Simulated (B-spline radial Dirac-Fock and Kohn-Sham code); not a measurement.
**2p3/2 emission of Cs⁺**

System: the Cs⁺ ion, [Kr] 4d10 5s2 5p6.

The computed values come from a radial atomic solver: independent-particle radiative and Coulomb Auger rates from relativistic LDA hole-state orbitals, with Dirac-Fock energies.

| line | multipole | energy (eV) | width (meV) | share (%) |
| --- | --- | --- | --- | --- |
| Lℓ | E1 | 3792.3 | 8.76 | 3.03 |
| Lα2 | E1 | 4272.8 | 24.5 | 8.45 |
| Lα1 | E1 | 4286.8 | 217 | 74.9 |
| Lβ6 | E1 | 4772.1 | 1.99 | 0.687 |
| Lβ15 | E1 | 4934.7 | 3.72 | 1.29 |
| Lβ2 | E1 | 4936.9 | 33.2 | 11.5 |
| Lβ7 | E1 | 4985.0 | 0.340 | 0.118 |

The listed lines hold 100.0 % of the radiative rate. The radiative width is 0.289 eV in the length form and 0.294 eV in the velocity form; the two differ because the transition energies are not eigenvalue differences of the potential that gave the orbitals.
